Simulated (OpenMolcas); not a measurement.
**C⁺: thermal populations, the spin-orbit constant, worked from levels**

```yaml
Program: OpenMolcas
Basis: ANO-R3 [4s4p2d1f]
Scalar_Hamiltonian: X2C, finite nucleus
Active_space: 1 electron in 9 orbitals (RAS2 2p; RAS3 3s 3d, at most 1 electron)
State_averaging: 2S+1 = 2 odd, 3 roots; 2S+1 = 2 even, 6 roots
Spin-orbit_coupling: RASSI with atomic mean-field integrals over the reference wave functions, term energies averaged over their components
```

Methods: RASSCF; SS-RASPT2, IPEA 0.25 Eh, imaginary shift 0.1 Eh (closed shells correlated: 1s 2s). Measured levels: NIST Handbook of Basic Atomic Spectroscopic Data.

**Thermal populations.** Z = Σ (2J + 1) exp(-E/kT) with k = 0.695035 cm-1/K, over the levels below. No other level of either list lies under 43000 cm-1, which is above 7 kT at each temperature.

```json
{"Level": "2s² 2p ²P°_1/2", "2J + 1": "2", "SS-RASPT2": "0.0", "measured": "0.0"}
{"Level": "2s² 2p ²P°_3/2", "2J + 1": "4", "SS-RASPT2": "61.9", "measured": "63.4"}
```

```
T (K)  Z, SS-RASPT2  Z, measured levels  Ground level (%), SS-RASPT2  Ground level (%), measured levels
 3000         5.883               5.880                         34.0                               34.0
 5000         5.929               5.928                         33.7                               33.7
 8000         5.956               5.955                         33.6                               33.6
```

At 8000 K, kT = 5560 cm-1, and the computed levels give Z = 2.000 + 3.956 = 5.956.

**The spin-orbit constant.** For the Hund term ²P° of p1, E(J) = (A/2) J(J+1) + constant and ζ = 2S·A = A. From J = 1/2 to J = 3/2 the energy changes by 1.5 A.

| Source | E(3/2) - E(1/2) | A | ζ |
| --- | --- | --- | --- |
| RASSCF | 61.9 | 41.3 | 41 |
| SS-RASPT2 | 61.9 | 41.3 | 41 |
| measured | 63.4 | 42.3 | 42 |

All in cm-1. SS-RASPT2 is off by -2.4 % and RASSCF by -2.4 %. Both methods take the spin-orbit matrix elements from the reference wave functions, so the second can move ζ only through the term energies and any multistate remixing.

Over all roots computed the reference weight is 0.88 to 0.98 in SS-RASPT2; the roots of lowest weight are the least certain, and an intruder state may touch them. With one active electron the reference holds no correlation, so core polarisation is missing (holds for RASSCF). With one active electron, CASPT2 adds the correlation within the correlated inactive shells and between them and that electron, and leaves the splitting within a term as the reference gives it (holds for SS-RASPT2). Computed and measured levels are paired by configuration, term and J; levels that our copy of the source lacks, or whose pairing is in doubt (as where it misses far off the trend of its configuration), stay unpaired and out of the deviations. Only configurations of the active space appear.

° marks odd parity.
